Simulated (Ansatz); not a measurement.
Compare A (`C[SiH2][SiH2]O`) with its isomer B (`OC[SiH2][SiH3]`).

Calculated with Ansatz (gas phase, PBE0-D4/def2-TZVP geometries, no zero-point term in ΔE). CCSD(T)/CBS is the MP2 limit (def2-TZVPP, def2-QZVPP) plus CCSD(T) − MP2 in def2-TZVPP, frozen cores. DFT in def2-TZVPP. B3LYP here is the variant with VWN-RPA as its local correlation; programs differ in this. Each species was taken in one conformer, which may not be the lowest.

(1) Which is lower in electronic energy at CCSD(T)/CBS, and by how much? (An estimate is asked.)

(2) Give E(B) − E(A) in kJ/mol with B3LYP-D4, CCSD/def2-TZVPP, PBE0-D4, MP2/def2-TZVPP, r2SCAN-D4, ωB97M-V, B3LYP. (Best estimate.)

Largest T1 diagnostic: 0.012.

Results:

(1) Ansatz gave: A, by 193.3 kJ/mol.

(2) The calculation gave: B3LYP-D4 187.5, CCSD/def2-TZVPP 191.2, PBE0-D4 183.4, MP2/def2-TZVPP 200.1, r2SCAN-D4 190.3, ωB97M-V 189.9, B3LYP 187.0. None reverses the order clearly.

From PBE to PBE0 (25 % exact exchange), in def2-TZVPP and without D4, E(B) − E(A) moves by +6.7 kJ/mol.
